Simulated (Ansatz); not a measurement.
CH$_{8}$OSi$_{2}$, singlet, at a GFN2-xTB geometry, atoms displaced at random by about 0.03 Å a coordinate; B3LYP/STO-3G, gradient (Ansatz, a quantum-chemistry and plane-wave program).

Ansatz was given this input:
Ansatz 0.2 input:
```yaml
crystal:
  periodic: [false, false, false]
  atoms:
    - {symbol: Si, position_ang: [0.03143309, -0.89791120, -0.05323148]}
    - {symbol: Si, position_ang: [1.68580827, 0.62955582, 0.27976809]}
    - {symbol: O, position_ang: [-1.31606490, -0.34585820, -0.49578596]}
    - {symbol: C, position_ang: [-2.06889322, 0.70567778, -0.11626812]}
    - {symbol: H, position_ang: [0.18402236, -1.95568693, -0.98138847]}
    - {symbol: H, position_ang: [-0.33185325, -1.66840218, 1.33150552]}
    - {symbol: H, position_ang: [1.47312536, 1.62062401, 1.38341955]}
    - {symbol: H, position_ang: [2.97882728, 0.00651091, 0.47028240]}
    - {symbol: H, position_ang: [1.79397169, 1.49721330, -0.95217303]}
    - {symbol: H, position_ang: [-2.57895078, 0.60081119, 0.85273377]}
    - {symbol: H, position_ang: [-2.84373965, 0.92497889, -0.85194655]}
    - {symbol: H, position_ang: [-1.39155825, 1.57089694, 0.00119865]}
basis:
  gaussian:
    orbitals: STO-3G
hamiltonian:
  xc: b3lyp
output: {forces: true}
```

Task: Predict the main parts of the log of this Ansatz run.

Result: 
```
Functional definition: B3LYP
447 factors; integrals over basis functions are off by at most 3.5e-5 eV
mean field evaluation 1: about -18742.7689 eV, gradient 2.5e1 eV
mean field evaluation 2: about -18743.0677 eV, gradient 2.5e1 eV
mean field evaluation 4: about -18744.8929 eV, gradient 5.2e-1 eV
mean field evaluation 8: about -18744.8585 eV, gradient 8.6e-3 eV
mean field -18744.85847237 eV, -688.8608431382 hartree, gradient 3.4e-5 eV, S^2 0.000000; 0 other end points of the search recorded, 0 dependent functions left out
the calculation of the forces begins
reference -18744.85867091 eV, -688.8608504345 hartree; 25, 25 occupied and 11, 11 virtual orbitals, 447 factors
Total energy: -18744.85867091 eV, -688.8608504345 hartree
Atom 0 at     0.031433    -0.897911    -0.053231 Å, force     3.950355    -3.715113     5.749248 eV/Å
Atom 1 at     1.685808     0.629556     0.279768 Å, force     0.297576     1.890298    -0.760875 eV/Å
Atom 2 at    -1.316065    -0.345858    -0.495786 Å, force    -4.856664    -0.521083    -3.830601 eV/Å
Atom 3 at    -2.068893     0.705678    -0.116268 Å, force    -0.092735     2.396499     1.237139 eV/Å
Atom 4 at     0.184022    -1.955687    -0.981388 Å, force     0.894089    -0.569840    -0.730779 eV/Å
Atom 5 at    -0.331853    -1.668402     1.331506 Å, force     1.161038     1.314808    -2.139682 eV/Å
Atom 6 at     1.473125     1.620624     1.383420 Å, force     0.027017    -1.049660    -0.718708 eV/Å
Atom 7 at     2.978827     0.006511     0.470282 Å, force    -0.084525    -0.014546     0.054410 eV/Å
Atom 8 at     1.793972     1.497213    -0.952173 Å, force    -0.024581    -0.896105     1.108080 eV/Å
Atom 9 at    -2.578951     0.600811     0.852734 Å, force    -0.366537    -0.306335     0.702470 eV/Å
Atom 10 at    -2.843740     0.924979    -0.851947 Å, force    -0.552519     0.352468    -0.668347 eV/Å
Atom 11 at    -1.391558     1.570897     0.001199 Å, force    -0.352513     1.118610    -0.002354 eV/Å
Dipole moment:     0.062092     0.144817     0.043419 e Å
```
